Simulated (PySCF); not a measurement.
**Cd³⁸⁺ (cadmium, charge +38): Hartree-Fock from Schrödinger to Dirac-Coulomb-Breit**

Occupied: 1s1/2, 2s1/2, 2p1/2, 2p3/2. Hartree-Fock calculated with PySCF 2.14 in an even-tempered Gaussian basis (20 s from 5.6 bohr⁻², ratio 2.3; 15 p from 6.7 bohr⁻², ratio 2.3), Gaussian nucleus throughout. NR is non-relativistic, sf-X2C the spin-free one-electron X2C Hamiltonian, X2C adds the bare one-electron spin-orbit term, X2C-SNSO screens it by Boettger's factors, DC is four-component Dirac-Coulomb, and the Gaunt and Breit terms are added at first order (total energies over the DC spinors, levels after relaxing the spinors in that mean field). QED terms are absent. Levels marked empty are virtual spinors of this ion.

```
Hamiltonian  E (hartree)
         NR   -4202.5362
     sf-X2C   -4317.1491
        X2C   -4318.1843
   X2C-SNSO   -4318.0974
         DC   -4319.2800
   DC+Gaunt   -4315.7940
   DC+Breit   -4316.0982
```

```
   level (eV)        NR    sf-X2C       X2C  X2C-SNSO        DC  DC+Gaunt  DC+Breit
        1s1/2  -28352.3  -29235.9  -29234.2  -29234.4  -29256.1  -29198.4  -29202.1
        2s1/2   -6060.9   -6301.5   -6301.1   -6301.1   -6303.7   -6298.0   -6298.4
        2p1/2   -5821.2   -5901.8   -6047.2   -6040.7   -6041.9   -6031.9   -6032.9
        2p3/2   -5821.2   -5901.8   -5835.7   -5838.3   -5840.2   -5833.1   -5834.2
3s1/2 (empty)   -2426.9   -2499.2   -2499.2   -2499.2   -2499.7   -2498.3   -2498.5
3p1/2 (empty)   -2348.3   -2379.8   -2416.1   -2414.5   -2414.8   -2412.3   -2412.6
3p3/2 (empty)   -2348.3   -2379.8   -2363.2   -2363.8   -2364.2   -2362.5   -2362.8
```

Q: How large are the two-electron picture-change error of X2C and the Breit correction in the total energy?

A: X2C-1e lies 1.0957 hartree above Dirac-Coulomb; Gaunt adds 3.4860 and the full Breit term 3.1818 hartree.

```csv
interval (eV),X2C,X2C-SNSO,DC,DC+Gaunt,DC+Breit
2p3/2 − 2p1/2,211.6,202.4,201.7,198.8,198.8
3p3/2 − 3p1/2,52.96,50.67,50.57,49.79,49.79
```

Weight of the small component: 1s1/2 0.0310, 2s1/2 0.00680, 2p1/2 0.00673, 2p3/2 0.00648, 3s1/2 0.00256, 3p1/2 0.00252, 3p3/2 0.00246.

Koopmans' value for the highest occupied level at DC+Breit: 5834.2 eV, against an ionisation energy of 5839 ± 3 eV (semi-empirical (NIST evaluation); NIST Atomic Spectra Database, ionization energies); the former lacks relaxation, correlation, QED and recoil.

The whole ladder took 200 s of wall time on 1 thread of Neoverse-N1 (shared host), launched as `OMP_NUM_THREADS=1 python relrun2.py TASK.json OUT` (a driver that calls PySCF for each Hamiltonian).
